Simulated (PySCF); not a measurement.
Geometry:
```tsv
atom	x (Å)	y (Å)	z (Å)
C1	3.092	-0.043	-0.002
C2	2.270	-1.006	0.855
C3	0.867	-0.535	1.118
P4	0.379	0.264	2.626
C5	-1.240	0.474	1.998
C6	-1.397	-0.050	0.698
Si7	-2.996	0.016	-0.201
C8	-0.185	-0.622	0.200
C9	-0.064	-1.226	-1.171
H10	3.130	0.948	0.477
H11	2.631	0.094	-0.994
H12	4.128	-0.397	-0.155
H13	2.261	-1.999	0.364
H14	2.792	-1.155	1.817
H15	-2.059	0.946	2.550
H16	-2.977	0.739	-1.531
H17	-4.040	0.721	0.622
H18	-3.611	-1.321	-0.561
H19	0.699	-2.023	-1.203
H20	0.220	-0.487	-1.945
H21	-1.014	-1.679	-1.506
```

Total charge -1.

Geometry: PBE0-D3(BJ)/def2-SVP; GIAO shifts from PySCF, gas phase, non-relativistic, averaged over equivalent atoms.

At PBE0/pcSseg-1 (227 basis functions, 46 s wall time on 1 thread of an Arm Neoverse V1, shared host):
| atoms | δ (ppm) |
| --- | --- |
| C3 | 153.7 |
| C5 | 150.7 |
| C8 | 131.1 |
| C6 | 108.2 |
| C2 | 28.1 |
| C1 | 21.4 |
| C9 | 16.4 |
| P4 | 107.4 |
| Si7 | -86.8 |
| H15 | 7.18 |
| H16/H17/H18 | 4.44 |
| H13/H14 | 2.59 |
| H19/H20/H21 | 2.29 |
| H10/H11/H12 | 0.87 |

Shifts are taken against calculated references (same method and geometry level): 13C (184.41 ppm), 29Si (351.99 ppm), 1H (31.27 ppm) vs TMS; 31P (310.13 ppm) against H3PO4.

Problem. Predict the values at KT3/pcSseg-1 on the same geometry.

Solution. 
| atoms | δ at KT3/pcSseg-1 | change |
| --- | --- | --- |
| C3 | 140.0 | -13.7 |
| C5 | 135.0 | -15.7 |
| C8 | 120.7 | -10.4 |
| C6 | 99.1 | -9.1 |
| C2 | 30.0 | +1.9 |
| C1 | 21.3 | -0.1 |
| C9 | 16.6 | +0.2 |
| P4 | 91.1 | -16.3 |
| Si7 | -88.7 | -1.9 |
| H15 | 6.88 | -0.30 |
| H16/H17/H18 | 4.33 | -0.11 |
| H13/H14 | 2.69 | +0.10 |
| H19/H20/H21 | 2.32 | +0.03 |
| H10/H11/H12 | 0.85 | -0.02 |

References, each an isolated molecule treated in the same way: 13C (σref 182.31), 29Si (σref 365.51), 1H (σref 31.32) vs TMS; 31P (σref 332.35) vs H3PO4.

The largest change is at P4 (phosphorus bonded to 2 C, in a 5-membered ring). Cost: 227 basis functions, 70 s wall time on 1 thread of an Arm Neoverse V1, shared host. The order of the carbon signals is the same at both levels.

Experimental scales use liquid or dissolved standards, which lie at an offset from isolated H3PO4.
